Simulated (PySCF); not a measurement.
C6H12ClFO.
SMILES: `COC[C@@H]([C@H](Cl)F)CC`

Method: PySCF 2.14.0, density-fitted response routines, TDDFT CAM-B3LYP/def2-SVPD, vertical, gas phase, core orbitals frozen in the response. Geometry: PBE0-D3(BJ)/def2-SVP, one conformer, isolated molecule. Torsions of this conformer, `[CH3:1][CH2:2][C@@H:3]([CH2:4][O:5][CH3:6])[C@@H:7]([F:8])[Cl:9]`: C1–C2–C3–C4 68°, C2–C3–C4–O5 -177°, C3–C4–O5–C6 179°, C2–C3–C7–F8 -55°.

Task: List the vertical singlet excitations with oscillator strengths and describe the spectrum.

Result: 

| state | λ (nm) | E (eV) | f | main configurations (H = HOMO, L = LUMO) |
| --- | --- | --- | --- | --- |
| S1 | 170.1 | 7.29 | 0.021 | H→L (78%) |
| S2 | 166.0 | 7.47 | 0.0017 | H-1→L+1 (34%), H-1→L+2 (23%), H-1→L (11%) |
| S3 | 157.4 | 7.88 | 0.0060 | H-2→L+1 (34%), H-2→L+2 (25%), H-2→L (9%) |
| S4 | 151.6 | 8.18 | 0.034 | H→L+3 (49%), H→L+1 (26%) |
| S5 | 149.4 | 8.30 | 0.0089 | H→L+2 (50%), H→L+5 (16%), H→L+1 (10%) |
| S6 | 146.4 | 8.47 | 0.042 | H→L+4 (52%), H-1→L+3 (12%), H-1→L (9%) |
| S7 | 146.0 | 8.49 | 0.011 | H-1→L+3 (22%), H→L+4 (16%), H→L+3 (10%) |
| S8 | 141.3 | 8.77 | 0.0010 | H→L+1 (26%), H→L+3 (18%), H-1→L+3 (9%) |
| S9 | 139.8 | 8.87 | 0.033 | H-2→L (27%), H-3→L (23%), H-2→L+3 (12%) |
| S10 | 139.3 | 8.90 | 0.014 | H→L+5 (32%), H→L+2 (11%), H→L+4 (10%) |

Triplets (Tamm–Dancoff): T1 6.78 eV, H-1→L+1 (30%), H-1→L+2 (23%); T2 7.11 eV, H→L (50%), H-2→L+1 (8%); T3 7.11 eV, H→L (21%), H-2→L+1 (21%), H-2→L+2 (17%); T4 7.91 eV, H→L+3 (36%), H→L+1 (18%), H→L (8%).

The lowest singlet comes at 170 nm (703 kJ/mol) in the vacuum ultraviolet; it is weak; its leading configuration is HOMO→LUMO (78%). The most intense listed level is S6 at 8.47 eV (146 nm, f = 0.042), 1.18 eV above S1. Löwdin shares by element: HOMO oxygen 55%, carbon 19% or more, hydrogen 5% or more (atoms not listed hold the other 21%); LUMO carbon 37% or more, hydrogen 8% or more (atoms not listed hold the other 55%). The listed states span 1.62 eV, and the widest gap between neighbours is 0.41 eV (S2 to S3). The oscillator strengths of these states sum to 0.172; summed over the whole spectrum of an exact calculation they would give the number of electrons, 82 (Thomas–Reiche–Kuhn). Orbital energies (eV): HOMO-3 -10.78, HOMO-2 -10.34, HOMO-1 -9.97, HOMO -9.28, LUMO 1.15, LUMO+1 1.44, LUMO+2 1.63. No computed singlet lies in the visible range (380 to 750 nm); the lowest, at 170 nm, stands 4.02 eV above its violet end (3.26 eV). All these states lie below the vertical ionisation energy of 10.09 eV (ΔSCF). Singlets were solved by full linear response, triplets in the Tamm–Dancoff approximation.

Time: 11 min wall; peak memory 1.4 GiB. Hardware: an Intel Xeon Platinum 8488C with one thread, on a shared host.
